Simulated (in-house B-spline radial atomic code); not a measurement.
Computed with a B-spline radial atomic code. Model: two electrons, singlet ground state, non-relativistic, full CI in B-splines with partial waves to l = 8 (at full coupling up to 3e-4 hartree above the limit, correlation up to 0.6 % small), density held at that of full coupling by Lieb maximisation.

Along the adiabatic connection the electron repulsion is scaled by a coupling λ while a local potential keeps the density fixed. At λ = 0 the system is the Kohn-Sham one and W equals the exchange energy; the exchange-correlation energy is the area under W between 0 and 1. The kinetic energy rises with λ as the electrons avoid each other, with dT/dλ = −λ dW/dλ.

Command:
```bash
python run_ac.py task.json out
```
Settings (lengths in bohr, energies in hartree):
```
potential              dot
strength               1.33
lmax                   8
second                 -1
```

Cost of the run: 8 s on 1 thread of Intel(R) Xeon(R) Processor @ 2.30GHz, on a shared host.

**W = mean repulsion less Hartree energy, and W of three functionals.**

Given: confinement charge in harmonic well; well frequency 1.33 hartree; nuclear charge -1; external potential omega^2 r^2/2 - Z/r.

Computed: LDA exchange minus exact 103.43 millihartree; SCAN exchange minus exact -4.0156 millihartree.

| coupling | W xc (hartree) | W xc minus exchange (millihartree) | kinetic minus Kohn-Sham (millihartree) | LDA (PW92) W minus its exchange (millihartree) | PBE W minus its exchange (millihartree) | SCAN W minus its exchange (millihartree) |
| --- | --- | --- | --- | --- | --- | --- |
| 0 | -0.75365 | 0 | 0 | 0 | 0 | 0 |
| 0.02 | -0.75584 | -2.187 | 0.02 | -11.35 | -3.96 | -1.91 |
| 0.05 | -0.75907 | -5.414 | 0.13 | -23 | -9.25 | -4.68 |
| 0.12 | -0.76636 | -12.705 | 0.75 | -43.43 | -20.09 | -10.89 |
| 0.25 | -0.77906 | -25.407 | 3.09 | -71.39 | -37.13 | -21.64 |
| 0.4 | -0.79247 | -38.816 | 7.43 | -96.13 | -53.76 | -33.01 |
| 0.6 | -0.8085 | -54.85 | 15.42 | -122.39 | -72.65 | -46.77 |
| 0.8 | -0.8227 | -69.047 | 25.33 | -143.89 | -88.89 | -59.18 |
| 1 | ? | ? | ? | ? | ? | ? |
| 1.4 | -0.85667 | -103.02 | 62.12 | -192.05 | -127.32 | -90.23 |
| 2 | ? | ? | ? | ? | ? | ? |
| 3 | -0.91011 | -156.46 | 174.57 | -266.89 | -191.21 | -144.92 |
| 4.5 | -0.93723 | -183.57 | 274.56 | -307.77 | -227.62 | -176.23 |
| 7 | -0.96325 | -209.59 | 420.95 | -350.71 | -266.67 | -208.15 |
| 10 | -0.98127 | -227.62 | 571.87 | -383.17 | -296.62 | -230.28 |

What belongs in the row 1?

W xc (hartree): -0.83532; W xc minus exchange (millihartree): -81.666; kinetic minus Kohn-Sham (millihartree): 36.66; LDA (PW92) W minus its exchange (millihartree): -162.15; PBE W minus its exchange (millihartree): -103.15; SCAN W minus its exchange (millihartree): -70.46.

What belongs in the row 2?

W xc (hartree): -0.88139; W xc minus exchange (millihartree): -127.74; kinetic minus Kohn-Sham (millihartree): 103.78; LDA (PW92) W minus its exchange (millihartree): -226.23; PBE W minus its exchange (millihartree): -155.98; SCAN W minus its exchange (millihartree): -114.47.

What is the PBE exchange minus exact?

27.215 millihartree.

**Energy parts, natural occupations and partial-wave weights.**

Computed: total energy 7.0543 hartree; exchange energy -0.75365 hartree; correlation energy -0.045007 hartree; kinetic part of the DFT correlation energy 0.036659 hartree; Hartree energy 1.5073 hartree; Kohn-Sham kinetic 1.4719 hartree; Lieb Oxford ratio E_xc over LDA exchange 1.2283.

| natural | occupation of the shell (electrons) |
| --- | --- |
| s | 1.968 |
| p | 0.03012 |
| d | 0.00089384 |
| s | ? |
| p | 0.00011953 |
| f | 0.00010788 |

What belongs in the row s?

occupation of the shell (electrons): 0.00066901.

```
wave      weight
   s     0.98434
   p           ?
   d  0.00046125
   f   5.821e-05
   g  1.2836e-05
```

What belongs in the row p?

weight: 0.015123.

What is the initial slope twice GL2?

-0.11003 hartree.

What is the kinetic part over minus potential part?

0.44889.

Half-way to full coupling W has made 57 % of its drop, against 50 % for a straight line, and second-order (GL2) theory, half the initial slope, overshoots the correlation energy by about 22 %: a moderate bend, as in light atoms. Over couplings 0 to 1 the errors in E_xc come to about +46 millihartree for LDA, +12 millihartree for PBE, +2.5 millihartree for SCAN, so SCAN is nearest. In LDA and PBE and SCAN the errors of exchange and correlation have opposite signs, so the sum is smaller than the larger of the two.
